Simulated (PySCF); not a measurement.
# Computed properties of B(H)(SeH)2 (BH3Se2), SMILES [SeH]B[SeH]

BH₃Se₂, SMILES [SeH]B[SeH]. The structure is a stationary point at B3LYP-D3(BJ)/def2-SVP. The structure was generated by enumeration, and PubChem lists no compound with its InChIKey, so it may never have been made. Other conformers were not sampled. All values are computed for the isolated molecule unless a solvent is named; none is compared with measurement here.

**Structure.** The optimised structure has C2v symmetry. All 12 harmonic modes at B3LYP-D3(BJ)/def2-SVP (PySCF) are real, so it is a minimum. With heavy atoms numbered as in [BH:1]([SeH:3])[SeH:5], the shortest bond between them is B1–Se5 at 1.936 Å and the longest B1–Se3 at 1.936 Å.

**Vibrations.** The strongest infrared lines (harmonic, unscaled, degenerate partners summed) lie at 1032 cm⁻¹ (177 km/mol, H 65 %, B 35 %), 2667 cm⁻¹ (57 km/mol, H 91 %, B 9 %), 659 cm⁻¹ (38 km/mol, H 69 %, B 22 %, Se 9 %). The softest mode is at 148 cm⁻¹ and the zero-point energy is 18.4 kcal/mol.

**Electronic structure.** PBE0/def2-TZVPD (PySCF) places the frontier levels at -7.11 and -1.29 eV, a gap of 5.82 eV, and gives a dipole moment of 1.03 D and a mean polarisability of 74.8 bohr³. PBE/def2-TZVPD (PySCF) at the same geometry gives -6.06 and -2.12 eV, so its gap is 1.88 eV narrower. An orbital gap is neither the optical nor the fundamental gap.

**Excitations.** TDA-B3LYP/def2-SVPD (PySCF) has S1 at 4.91 eV (253 nm, f = 0.000, dark); the most intense of the 10 singlets computed lies at 5.09 eV (f = 0.33). T1 (TDA) is at 3.93 eV, 0.98 eV under S1. TDA-PBE/def2-SVPD (PySCF) puts S1 at 4.66 eV. No vertical singlet excitation falls in the visible range (under 3.1 eV).

**NMR.** GIAO shifts at KT2/pcSseg-1 (PySCF) (non-relativistic, atoms alike by connectivity averaged): ¹H from 3.6 to 8.3 ppm against TMS; ¹¹B at 57.3 ppm against BF3.
